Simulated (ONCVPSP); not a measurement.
Rh: one change to an ONCV potential, before and after

* Element: rhodium (Rh)
* Generator: ONCVPSP 4.0.1
* Type: optimised norm-conserving Vanderbilt (ONCV)
* Functional: LDA (Perdew-Wang 92)
* Relativity: scalar-relativistic
* Frozen core: [Ar] 3d10
* Valence charge: 17
* Reference configuration: 4s2 4p6 4d7 5s2
* Partial waves: 4s+5s: rc 1.75 bohr, ncon 3, nbas 8, qcut 5.5 1/bohr, 3 projectors, debl 2.6 Ha; 4p: rc 1.70 bohr, ncon 4, nbas 7, qcut 9.5 1/bohr, 2 projectors, debl 0.9 Ha; 4d: rc 1.40 bohr, ncon 5, nbas 8, qcut 7.2 1/bohr, 2 projectors, debl 3.8 Ha
* Local potential: polynomial inside 1.20 bohr (lpopt 1, dvloc0 0 Ha)
* Core correction: Teter function, fcfact 1.5, rcfact 1.6

In the p channel the program set the typed energies aside and used -1.982, 0.250 Ha.

All-electron outer shells of the reference configuration (LDA (PZ), scalar-relativistic, ld1.x):

```
shell  level (eV)  outermost node (bohr)  outermost maximum (bohr)
   3d     -304.85                      –                      0.29
   4s      -86.09                   0.47                      0.88
   4p      -53.92                   0.47                      0.94
   4d       -8.83                   0.46                      1.14
   5s       -5.58                   1.18                      2.54
```

Change: functional PBE. In the p channel the program set the typed energies aside and used -1.980, 0.250 Ha.

Cutoffs: the cutoffs (Ha) at which the residual kinetic energy of the hardest occupied pseudo-wave falls to 1 and 0.1 mHa per electron; they do not see the model core or the augmentation charge, which bear on the density cutoff. Errors are all-electron minus pseudo energies relative to the spin-unpolarised reference configuration.

Q: What does the change do?

A: The potential gets neither clearly harder nor softer (28 Ha and 86 Ha → 28 Ha and 83 Ha); of the 4 tests that both files solve, the error grows in 3 and shrinks in 0 by more than 15 % and 0.3 meV (median size 9.9 → 11.0 meV); neither file shows a bound ghost.

| quantity | base | changed |
| --- | --- | --- |
| cutoff, loose | 28 Ha | 28 Ha |
| cutoff, tight | 86 Ha | 83 Ha |
| loose cutoff by channel | s 7.8 Ha, p 16 Ha, d 28 Ha | s 7.8 Ha, p 16 Ha, d 28 Ha |
| bound ghosts | none | none |
| GHOST(+) flags under 300 eV | s at 292.9 eV | s at 292.5 eV |
| error for 4s2 4p6 4d8 5s1, meV [ΔE -2.39 → -2.48 eV] | -4.3 | -5.4 |
| error for 4s2 4p6 4d8 5s0, meV [ΔE 5.40 → 4.98 eV] | -11 | -13 |
| error for 4s2 4p6 4d7 5s0, meV [ΔE 25.16 → 24.49 eV] | -11 | -11 |
| error for 4s2 4p6 4d8 5s0 5p1, meV [ΔE 1.35 → 1.13 eV] | -9.2 | -11 |
| s: phases at 1.78 bohr within 0.05 rad from the reference energy up to (Ha; the scan ends near 5) | to the end of the scan | to the end of the scan |
| p: phases at 1.72 bohr within 0.05 rad from the reference energy up to (Ha; the scan ends near 5) | to the end of the scan | to the end of the scan |
| d: phases at 1.42 bohr within 0.05 rad from the reference energy up to (Ha; the scan ends near 5) | to the end of the scan | to the end of the scan |
| rms error of d²Exc/dni dnj with the model core, mHa | 1.38 | 1.19 |
